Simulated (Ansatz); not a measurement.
Reaction (atomization): `O[SiH](I)[SiH2]F` → F• + 4 H• + I• + O• + 2 Si•

Isolated molecules relaxed with PBE0-D4/def2-TZVP in Ansatz; ΔE leaves out vibrations. CCSD(T)/CBS adds triple-zeta CCSD(T) − MP2 to the extrapolated MP2 energy (def2 sets, frozen cores). This one scheme is used for every species, atoms too. DFT in def2-TZVPP. B3LYP here is the variant with VWN-RPA as its local correlation; programs differ in this. No spin–orbit coupling; open shells (•) take unrestricted orbitals. Spin–orbit coupling would lower the free atoms: a little for F, O, Si; strongly for I. Elements past krypton have def2 core potentials. Bonds to I are less sure, by a few kJ/mol each and by 10 to 20 or more in all where they break to atoms, as the def2 sets lack core-valence functions. One conformer a species, not always the lowest.

| level | ΔE (eV) | difference from CCSD(T)/CBS |
| --- | --- | --- |
| PBE-D4 | 31.10 | -0.16 |
| r2SCAN-D4 | 31.02 | -0.24 |
| PBE0-D4 | 30.59 | -0.67 |
| B3LYP-D4 | 30.75 | -0.51 |
| ωB97X-V | 31.15 | -0.11 |
| ωB97M-V | 30.91 | -0.35 |
| B2PLYP | 30.49 | -0.77 |
| PBE | 30.84 | -0.42 |
| r2SCAN | 30.96 | -0.30 |
| PBE0 | 30.36 | -0.90 |
| B3LYP | 30.33 | -0.93 |
| HF/def2-TZVPP | 22.58 | -8.68 |
| MP2/def2-TZVPP | 30.87 | -0.39 |
| SCS-MP2/def2-TZVPP | 30.62 | -0.64 |
| CCSD/def2-TZVPP | 29.67 | -1.59 |
| CCSD(T)/def2-TZVPP | 30.14 | -1.12 |
| HF/def2-QZVPP | 22.67 | -8.59 |
| MP2/def2-QZVPP | 31.54 | 0.28 |
| SCS-MP2/def2-QZVPP | 31.35 | 0.09 |
| HF/CBS(def2) | 22.68 | -8.58 |
| MP2/CBS(def2) | 31.99 | 0.73 |
| CCSD/CBS(def2) | 30.80 | -0.46 |
| CCSD(T)/CBS | 31.26 | 0 |

Largest T1 diagnostic among the species: 0.012.

In def2-TZVPP, CCSD(T) changes the Hartree–Fock value by +7.56 eV (the triples alone add +0.47 eV) and MP2 by +8.29 eV; breaking electron pairs costs correlation energy, which Hartree–Fock lacks. From PBE to PBE0 (25 % exact exchange), in def2-TZVPP and without D4, ΔE moves by −0.48 eV: exact exchange takes away binding that semilocal exchange gives to molecules. The D4 term adds +0.42 eV with B3LYP and +0.22 eV with PBE0; it sums over pairs of atoms, weighted by their polarisabilities, and B3LYP, whose exchange is more repulsive, gets the larger term.

For atomizations the MP2-based limit and the directly extrapolated one differ by several kJ/mol either way, and by 10 to 25 for some Ge, Se and Sn compounds, so smaller differences from it don't rank the levels.
